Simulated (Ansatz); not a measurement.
Ansatz results at the PBE0-D4/def2-TZVP geometry: size of the dipole moment (ωB97M-V/def2-TZVPP) 0.64 D; HOMO–LUMO gap (ωB97M-V/def2-TZVPP) 10.58 eV; HOMO–LUMO gap (PBE/def2-TZVPP) 4.45 eV.

Each molecule was computed in one conformer, which needn't be the lowest.

(1) Which molecule gave them?
A. `F[SiH]1C[SiH2][Se]1`
B. `CB1N[SiH2]1`
C. `[OH][GeH]1[CH2]S[CH2]1`
D. `C[O][Ge][S]C`

Results:

(1) C. The others give `F[SiH]1C[SiH2][Se]1`: 2.28, 10.59, 4.87; `CB1N[SiH2]1`: 1.16, 10.42, 4.81; `C[O][Ge][S]C`: 1.79, 9.18, 3.40.
